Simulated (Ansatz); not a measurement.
`[OH][Sc]([F])[Cl]` + H₂O → `[OH][Sc]([OH])[F]` + HCl at 400 K and 1 bar (formal hydrolysis of the Sc–Cl bond).

Program: Ansatz. Geometries: PBE0-D4/def2-TZVP. ΔE: electronic, gas phase. CBS: MP2 limit from def2 TZ/QZ plus the TZ coupled-cluster correction, frozen cores. This one scheme is used for every species. For Sc outer-core shells are correlated without core-valence functions, which leaves a few kJ/mol of doubt a bond. Scalar relativity is left out up to krypton. One conformer a species, not always the lowest.

| species | CCSD(T)/CBS energy (Eh) | H − E (kJ/mol) | S (J/(mol·K)) |
| --- | --- | --- | --- |
| `[OH][Sc]([F])[Cl]` | -1395.76221 | 68.8 | 364.5 |
| H₂O | -76.37941 | 69.8 | 198.6 |
| `[OH][Sc]([OH])[F]` | -1011.74211 | 101.1 | 363.7 |
| HCl | -460.38127 | 29.6 | 195.4 |

H − E and S are ideal-gas, rigid-rotor, harmonic terms from PBE0-D4/def2-TZVP, for one conformer and one mirror image of each species. 1 Eh = 2625.50 kJ/mol, R = 8.31446 J/(mol·K).

Task: By hand: ΔE, ΔH, ΔS and ΔG.

Result: ΔE = (-1011.74211) + (-460.38127) − (-1395.76221) − (-76.37941) = 0.01824 Eh = 47.9 kJ/mol. Δ(H − E) = 101.1 + 29.6 − 68.8 − 69.8 = -7.9, so ΔH = 40.0 kJ/mol. ΔS = 363.7 + 195.4 − 364.5 − 198.6 = -4.0 J/(mol·K). ΔG = 40.0 − 400 × (-4.0)/1000 = 41.6 kJ/mol.

Task: By hand: the equilibrium constant, and the temperature at which ΔG would vanish if ΔH and ΔS stayed fixed.

Result: log₁₀ K = −ΔG/(RT ln 10) = -5.4. ΔH and −TΔS have one sign here, so there is no such temperature.

The number of gas molecules stays the same, so ΔS is small and ΔH decides. A doubt of 5 kJ/mol in ΔE shifts log₁₀ K by 0.7 here. Other conformers and mirror images would add mixing entropy, several J/(mol·K) or more a flexible species. These are equilibria of isolated gas molecules and say nothing of rates. Largest T1 diagnostic: 0.016 (customary marks: 0.02 for closed shells, 0.045 for open ones).

ΔS is within the doubt of such terms, so its sign, and with it that verdict, could turn.
